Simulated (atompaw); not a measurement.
technetium: one change to a PAW (atompaw) potential, before and after

technetium, PAW, made with atompaw 4.2.0.5 (PBEsol, scalar-relativistic). Core [Ar] 3d10 4s2, reference 4p6 4d5.5 5s1.5 5p0. Waves: 5s (bound): rc 2.85 bohr; 5s channel at 0.4 Ry: rc 2.85 bohr; 4p (bound): rc 2.15 bohr; 5p (bound, empty): rc 2.85 bohr; 4d (bound): rc 2.85 bohr; 4d channel at 0.05 Ry: rc 2.85 bohr. Local part: troulliermartins scheme with l = 3 at 0 Ry, radius 2.80 bohr. Core correction: smooth core density matched at 2.25 bohr. Augmentation charge: sinc compensation charge, radius 2.20 bohr; PAW radius 2.85 bohr; waves and projectors: custom polynom2 7 10 vanderbiltortho.

All-electron outer shells of the reference configuration (PBEsol, scalar-relativistic, ld1.x):

```tsv
shell	level (eV)	outermost node (bohr)	outermost maximum (bohr)
3d	-248.16	–	0.31
4s	-71.74	0.50	0.95
4p	-43.80	0.51	1.03
4d	-5.53	0.50	1.29
5s	-4.63	1.28	2.79
5p	-1.15	1.46	3.77
```

Change: local potential troulliermartins scheme with l = 3 at 0 Ry, radius 2.48 bohr.

Cutoffs: the cutoffs (Ry, on a coarse ladder) from which the occupation-weighted sum of valence levels, in a spherical-Bessel basis at the reference potential, stays within 10 and 1 mRy of its value at 400 Ry; they do not see the model core or the augmentation charge, which bear on the density cutoff.

Task: What does the change do?

Result: The potential gets neither clearly harder nor softer (25 Ry and 55 Ry → 25 Ry and 55 Ry); a bound ghost appears in s, which as a rule spoils a file; the range in which the p phases agree narrows (upper end 3.0 → 1.8). A state that the projectors do not describe sees the local part alone, so a deeper or shallower local part can create or remove a ghost.

```csv
quantity,base,changed
"cutoff, loose",25 Ry,25 Ry
"cutoff, tight",55 Ry,55 Ry
bound ghosts,none,s
s: phases at 2.86 bohr within 0.05 rad from the reference energy up to (Ry; the scan ends near 5),4.5,3.9
p: phases at 2.86 bohr within 0.05 rad from the reference energy up to (Ry; the scan ends near 5),3.0,1.8
d: phases at 2.86 bohr within 0.05 rad from the reference energy up to (Ry; the scan ends near 5),1.5,1.6
lowest overlap eigenvalue by channel,"s 0.78, p 0.65, d 0.94","s 0.75, p 0.53, d 0.94"
```

 A true bound ghost makes a file unfit for plane-wave use even where its test errors are small: the radial tests pick states by their node count and pass the ghost by. The cutoffs see the waves, projectors and local potential, not the compensation charge or the core.
